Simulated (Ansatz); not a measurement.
Ansatz (a program for electronic structure) input:

Ansatz 0.2 input:
```yaml
crystal:
  periodic: [false, false, false]
  atoms:
    - {symbol: C, position_ang: [1.54104158, -0.36338849, -0.27680050]}
    - {symbol: Si, position_ang: [0.12118157, 0.87684748, 0.00047396]}
    - {symbol: C, position_ang: [-1.45073262, 0.02260789, 0.65649245]}
    - {symbol: Cl, position_ang: [-0.32707678, 1.76110524, -1.80278080]}
    - {symbol: H, position_ang: [1.24466507, -1.11986303, -1.00223579]}
    - {symbol: H, position_ang: [2.43118459, 0.12786416, -0.65769131]}
    - {symbol: H, position_ang: [1.80795685, -0.87033068, 0.64486516]}
    - {symbol: H, position_ang: [-2.25819598, 0.73285814, 0.80545013]}
    - {symbol: H, position_ang: [-1.79653878, -0.72736360, -0.05391413]}
    - {symbol: H, position_ang: [-1.26407221, -0.47416964, 1.60310516]}
basis:
  gaussian:
    orbitals: def2-TZVP
hamiltonian:
  xc: b3lyp
  dispersion: d3bj
magnetization: {spin_polarized: true, initial_magnetization: 1}
relax: {f_tol: 0.002, max_steps: 150}
```

**Question.** Predict the final energy.

**Answer.** -829.65253 Eh (B3LYP-D3(BJ)/def2-TZVP). The basis has 172 functions.

It need not be the lowest isomer of its formula.
